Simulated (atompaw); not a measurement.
## Which change was made? (Te, PAW (atompaw))

* Element: tellurium (Te)
* Generator: atompaw 4.2.0.5
* Type: PAW
* Functional: PBE
* Relativity: scalar-relativistic
* Frozen core: [Kr] 4d10
* Valence charge: 6
* Reference configuration: 5s2 5p2 (charge +2)
* Partial waves: 5s (bound): rc 1.85 bohr; 5s channel at -2 Ry: rc 1.85 bohr; 5p (bound): rc 1.85 bohr; 5p channel at 3.4 Ry: rc 1.55 bohr; 5d channel at 0.05 Ry: rc 1.85 bohr; 5d channel at 1.95 Ry: rc 1.85 bohr
* Local potential: ultrasoft scheme with l = 3 at -0.5 Ry, radius 1.45 bohr
* Core correction: smooth core density matched at 1.20 bohr
* Augmentation charge: besselshape compensation charge, radius 1.60 bohr; PAW radius 1.85 bohr; waves and projectors: custom rrkj gramschmidtortho

Cutoffs, loose and tight: the cutoffs (Ry, on a coarse ladder) from which the occupation-weighted sum of valence levels, in a spherical-Bessel basis at the reference potential, stays within 10 and 1 mRy of its value at 400 Ry. They see the waves, projectors and local potential, not the compensation charge or the core.

The base gives: outcome: generated; cutoff, loose: 15 Ry; cutoff, tight: 21 Ry; bound ghosts: s, p, d.

Question: After one change the result is: outcome: generated; cutoff, loose: 15 Ry; cutoff, tight: 25 Ry; bound ghosts: d. Which change was it?
A. augmentation besselshape compensation charge, radius 1.60 bohr; PAW radius 1.85 bohr; waves and projectors: custom polynom vanderbiltortho
B. local potential bessel scheme, radius 1.45 bohr
C. wave 5d channel at 0.05 Ry: rc 1.85 bohr becomes 5d channel at 0.05 Ry: rc 1.62 bohr
D. wave 5s channel at -2 Ry: rc 1.85 bohr becomes 5s channel at -2 Ry: rc 0.92 bohr

Answer: B. The others give: wave 5d channel at 0.05 Ry: rc 1.85 bohr becomes 5d channel at 0.05 Ry: rc 1.62 bohr → outcome: generated; cutoff, loose: 15 Ry; cutoff, tight: 21 Ry; bound ghosts: s, d, p | augmentation besselshape compensation charge, radius 1.60 bohr; PAW radius 1.85 bohr; waves and projectors: custom polynom vanderbiltortho → outcome: generated; cutoff, loose: 18 Ry; cutoff, tight: 30 Ry; bound ghosts: s, p, d | wave 5s channel at -2 Ry: rc 1.85 bohr becomes 5s channel at -2 Ry: rc 0.92 bohr → outcome: failed: atompaw: The overlap operator has at least one negative eigenvalue!.
